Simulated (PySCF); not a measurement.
HfFH3, SMILES [HfH3][F], multiplicity 1. The structure is a stationary point at r2SCAN-D4/def2-TZVP. The spin state was assumed, not searched. The structure was generated by enumeration; whether it is a known compound was not checked. The def2 effective core potentials stand for the cores of Hf; spin–orbit coupling is left out.

All values below come from r2SCAN-D4/def2-TZVP (PySCF 2.14.0).

Harmonic wavenumbers (cm⁻¹): 403, 404, 537, 657, 657, 697, 1711, 1711, 1757. Rotational constants (GHz): 54.04, 7.535, 7.535; symmetry number 3.

Q: Work out the zero-point energy and the ideal-gas rigid-rotor harmonic-oscillator thermochemistry at 298.15 K and 1 atm.

A: ZPE = ½ Σ hcν = ½ × 8534 cm⁻¹ = 12.20 kcal/mol. H − E(el) = 15.32 kcal/mol. Entropy in cal/(mol K): translation 41.79, rotation 19.99, vibration 3.52, total 65.30. G − E(el) = -4.15 kcal/mol. Cp = 14.80 cal/(mol K).
